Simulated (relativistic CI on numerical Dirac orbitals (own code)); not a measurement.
**Transition arrays of Se6+**

These numbers are calculated, not measured: Dirac-Coulomb-Breit CI, KLI orbitals optimised for each configuration, model QED (radiative potential, 1s self-energy scaled to tabulated hydrogen-like ionisation energies), valence Slater integrals scaled by 0.9, whole transition arrays (own radial code, finite nucleus).

Configuration list (outside the closed core [Ar]): 3d10, 3d9.4f, 3d9.4p, 3d9.5f. Levels of other configurations are missing.

All E1 lines from the levels of 3d10; mean and standard deviation are weighted by gf, and upper levels are sorted by their leading configuration.

```csv
Upper configuration,Lines,Σgf,Mean (eV),Mean (nm),σ (eV),Strongest line (nm)
3d9.4f,3,1.3,111.99,11.071,0.43,11.053
3d9.4p,3,0.6,70.74,17.526,0.20,17.550
3d9.5f,3,1.0,127.18,9.749,0.43,9.734
```

Σgf per state of the lower configuration in bins of 0.2 nm over the central range (centre: value): 9.7: 0.85, 9.9: 0.17, 11.1: 1.25, 17.5: 0.63.

Task: How do configuration mixing and the scaling of the Slater integrals move the arrays?

Result: Slater scale 0.9, no configuration mixing: 3d9.4f 112.1 ± 0.4 eV (Σgf 1.4), 3d9.4p 70.7 ± 0.2 eV (Σgf 0.6), 3d9.5f 127.1 ± 0.4 eV (Σgf 0.8); Slater scale 1: 3d9.4f 112.1 ± 0.4 eV (Σgf 1.3), 3d9.4p 70.8 ± 0.2 eV (Σgf 0.6), 3d9.5f 127.3 ± 0.4 eV (Σgf 1.0); Slater scale 0.8: 3d9.4f 111.9 ± 0.4 eV (Σgf 1.3), 3d9.4p 70.6 ± 0.2 eV (Σgf 0.6), 3d9.5f 127.1 ± 0.4 eV (Σgf 1.0). With mixing, levels are counted to their leading configuration, so an array can shrink or vanish into another, and the sums then hold other lines.
